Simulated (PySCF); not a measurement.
C5H14P2S.
SMILES with atom numbers: `[CH3:1][CH2:2][CH2:3][P@@:4]([PH2:5])(=[S:6])[CH2:7][CH3:8]` (hydrogens: H9, H10, H11 on C1; H12, H13 on C2; H14, H15 on C3; H16, H17 on P5; H18, H19 on C7; H20, H21, H22 on C8)

The same species was optimised twice, with GFN2-xTB and with PBE0-D3(BJ)/def2-SVP (PySCF), and the same property calculations (PySCF, gas phase) were run on both structures.

| coordinate | GFN2-xTB | PBE0-D3(BJ)/def2-SVP | change |
| --- | --- | --- | --- |
| P4–P5 (Å) | 2.204 | 2.234 | +0.030 |
| P4–C7 (Å) | 1.854 | 1.837 | -0.017 |
| C3–P4 (Å) | 1.849 | 1.835 | -0.014 |
| P4=S6 (Å) | 1.949 | 1.951 | +0.002 |
| C1–C2 (Å) | 1.522 | 1.520 | -0.002 |
| C2–C3 (Å) | 1.524 | 1.523 | -0.001 |
| C7–C8 (Å) | 1.520 | 1.520 | 0.000 |
| C2–C3–P4 (°) | 109.6 | 113.3 | +3.7 |
| P4–C7–C8 (°) | 114.6 | 117.2 | +2.6 |
| P5–P4–C7 (°) | 104.7 | 102.6 | -2.1 |
| C3–P4–C7 (°) | 104.1 | 105.6 | +1.5 |
| C1–C2–C3 (°) | 111.8 | 112.6 | +0.8 |
| C3–P4–S6 (°) | 113.8 | 114.3 | +0.5 |
| P5–P4–S6 (°) | 117.0 | 117.2 | +0.2 |
| C3–P4–P5 (°) | 102.8 | 102.7 | -0.1 |
| C1–C2–C3–P4 (°) | -175 | -173 | +2 |
| C2–C3–P4–P5 (°) | -61 | -74 | -13 |
| C3–P4–C7–C8 (°) | 71 | 53 | -18 |

Rotational constants: A = 1194, B = 837.8, C = 732.5 MHz (GFN2-xTB) against A = 1164, B = 815.4, C = 727.6 MHz (PBE0-D3(BJ)/def2-SVP). Point groups within 0.08 Å: C1 and C1.

On the GFN2-xTB structure: HOMO (eV) -6.22 [PBE0/pcSseg-1]; LUMO (eV) -0.30 [PBE0/pcSseg-1]; dipole (D) 3.88 [PBE0/pcSseg-1]; GIAO shielding of C1 (ppm) 169.1 [PBE0/pcSseg-1]; GIAO shielding of C2 (ppm) 166.2 [PBE0/pcSseg-1]; GIAO shielding of C3 (ppm) 144.6 [PBE0/pcSseg-1]; GIAO shielding of P4 (ppm) 282.1 [PBE0/pcSseg-1]; GIAO shielding of P5 (ppm) 456.9 [PBE0/pcSseg-1]; GIAO shielding of S6 (ppm) 628.0 [PBE0/pcSseg-1]; GIAO shielding of C7 (ppm) 147.2 [PBE0/pcSseg-1]; GIAO shielding of C8 (ppm) 173.4 [PBE0/pcSseg-1].

Task: What do these properties become on the PBE0-D3(BJ)/def2-SVP structure?

Result: 
```
                                    property          level  on GFN2-xTB  on PBE0-D3(BJ)/def2-SVP  change
                                   HOMO (eV)  PBE0/pcSseg-1        -6.22                    -6.24   -0.02
                                   LUMO (eV)  PBE0/pcSseg-1        -0.30                    -0.40   -0.10
                                  dipole (D)  PBE0/pcSseg-1         3.88                     3.82   -0.06
energy, GFN2-xTB geometry as zero (kcal/mol)  PBE0/pcSseg-1          0.0                     -2.5    -2.5
                  GIAO shielding of C1 (ppm)  PBE0/pcSseg-1        169.1                    167.3    -1.8
                  GIAO shielding of C2 (ppm)  PBE0/pcSseg-1        166.2                    166.2     0.0
                  GIAO shielding of C3 (ppm)  PBE0/pcSseg-1        144.6                    146.5    +1.9
                  GIAO shielding of P4 (ppm)  PBE0/pcSseg-1        282.1                    284.4    +2.3
                  GIAO shielding of P5 (ppm)  PBE0/pcSseg-1        456.9                    437.3   -19.6
                  GIAO shielding of S6 (ppm)  PBE0/pcSseg-1        628.0                    632.1    +4.1
                  GIAO shielding of C7 (ppm)  PBE0/pcSseg-1        147.2                    147.0    -0.2
                  GIAO shielding of C8 (ppm)  PBE0/pcSseg-1        173.4                    173.3    -0.1
```

The heavy atoms differ by 0.135 Å rms after alignment. Among bonds between heavy atoms P4–P5 changes most (+0.030 Å). Changes are differences of the printed values. Neither structure is proved a minimum here.

Conformer computed: `[CH3:1][CH2:2][CH2:3][P@@:4]([PH2:5])(=[S:6])[CH2:7][CH3:8]`: C1–C2–C3–P4 -173°, C2–C3–P4–P5 -74°, C3–P4–C7–C8 53°, H–P5–P4–C3 178°, H–P5–P4–C3 85°.
